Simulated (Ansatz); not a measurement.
```yaml
crystal:
  periodic: [false, false, false]
  atoms:
    - {symbol: O, position_ang: [0.219775, 1.743393, -0.682621]}
    - {symbol: C, position_ang: [0.950085, 0.567733, -0.464877]}
    - {symbol: C, position_ang: [0.229889, -0.361342, 0.491361]}
    - {symbol: F, position_ang: [0.993913, -1.447053, 0.725651]}
    - {symbol: F, position_ang: [0.046895, 0.281305, 1.678675]}
    - {symbol: C, position_ang: [-1.151019, -0.804376, 0.004653]}
    - {symbol: F, position_ang: [-1.007236, -1.468263, -1.162841]}
    - {symbol: F, position_ang: [-1.703845, -1.639126, 0.902309]}
    - {symbol: H, position_ang: [0.219151, 2.256348, 0.130705]}
    - {symbol: H, position_ang: [1.947371, 0.752838, -0.047815]}
    - {symbol: H, position_ang: [1.064209, 0.064335, -1.425403]}
    - {symbol: H, position_ang: [-1.809189, 0.054207, -0.149808]}
basis:
  gaussian: {orbitals: def2-TZVPD}
magnetization: {spin_polarized: true, initial_magnetization: 8}
hamiltonian: {xc: {name: HF}}
correlation: {method: mp2}
scf: {lower_state_search: off}
```

```sh
$ ansatz run in.yaml --threads 2 --pin off --events-out ev --progress --plain --max-ram 22528MiB --backend cuda --devices 0, --max-vram 18GiB
```

It prints (some lines left out):

```
Functional definition: HF
2314 factors; integrals over basis functions are off by at most 7.2e-4 eV
mean field evaluation 1: about -15973.5962 eV, gradient 3.0e1 eV
mean field evaluation 2: about -15973.6032 eV, gradient 3.0e1 eV
mean field evaluation 4: about -15979.6991 eV, gradient 7.5e0 eV
mean field evaluation 8: about -15981.0900 eV, gradient 1.2e0 eV
mean field evaluation 16: about -15982.4348 eV, gradient 7.7e-1 eV
mean field -15982.45000095 eV, -587.3442042412 hartree, gradient 3.0e-6 eV, S^2 20.037788; 0 other end points of the search recorded, 0 dependent functions left out
8 core orbitals not correlated: weight in the atoms' cores, before any rotation towards them, 1.000 or more for the frozen orbitals, at most 0.000 for the correlated occupied ones
reference -15982.45000095 eV, -587.3442042412 hartree; 29, 21 occupied and 310, 318 virtual orbitals, 2314 factors
second order -45.90702297 eV of doubles, -0.00000000 eV of singles
Total energy: -16028.35702392 eV, -589.0312562184 hartree
Checks for a lower state left out: stability, starts, cluster_reference, orbital_swaps, neighbouring_geometries, increment
```

Question: What is wrong with this run?

Answer: The spin is set far too high for this molecule. Self-consistency was reached. The result belongs to that input, not to the molecule as meant.
